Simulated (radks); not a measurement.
Values are calculated unless marked as measured or tabulated.
Spherical quantum dot in the effective-mass picture: electrons in a parabolic well V = omega^2 r^2 / 2 with omega = 0.325, with a point charge +1 (a donor) at the centre, all in effective atomic units (hartree* = m*/eps^2 hartree, bohr* = eps/m* bohr), one dielectric constant everywhere. Level of theory: non-relativistic Kohn-Sham, LDA (Slater exchange, Perdew-Wang correlation), spin-polarised, spherical densities (a radial shooting solver with Libxc functionals). Levels are named by radial order and angular momentum (1s, 1p, 1d, 2s, ...), and open shells are averaged over m. Results are scaled to m* = 0.064 and eps = 16.3, for which hartree* = 6.555 meV and bohr* = 13.48 nm.

N = 37, configuration 1s2 1p6 1d10 2s2 1f14 2p(up 3, down 0). This is the lowest configuration that the search found. Occupied and some empty levels:

level    occupation  eigenvalue (meV)  <r> (nm)
1s up             1            47.920     34.70
1s down           1            48.093     36.66
1p up             3            48.883     64.84
1p down           3            48.954     66.27
2s up             1            49.107     60.93
2s down           1            49.172     58.94
1d up             5            49.529     73.23
1d down           5            49.573     73.61
1f up             7            50.258     78.81
1f down           7            50.294     78.83
2p up             3            50.536     63.63
2p down           0            50.685     63.86
3s up             0            51.052     64.34
1g up             0            51.079     83.16
1g down           0            51.115     83.07
3s down           0            51.133     65.01
2d up             0            51.588     70.38
2d down           0            51.694     71.32

Energy (meV): total 1092.00, kinetic 58.950, external 327.80, Hartree 764.84, exchange-correlation -59.588.

Electron density:

r (nm)  n(r) (e/nm^3)
6.67       0.00007240
17.8       0.00002119
29.0       0.00001139
40.1        9.550e-06
51.3       0.00001005
62.4       0.00001121
73.6       0.00001083
84.7        7.685e-06
95.9        3.528e-06
107         9.612e-07
118         1.490e-07
129         1.308e-08
140         6.588e-10
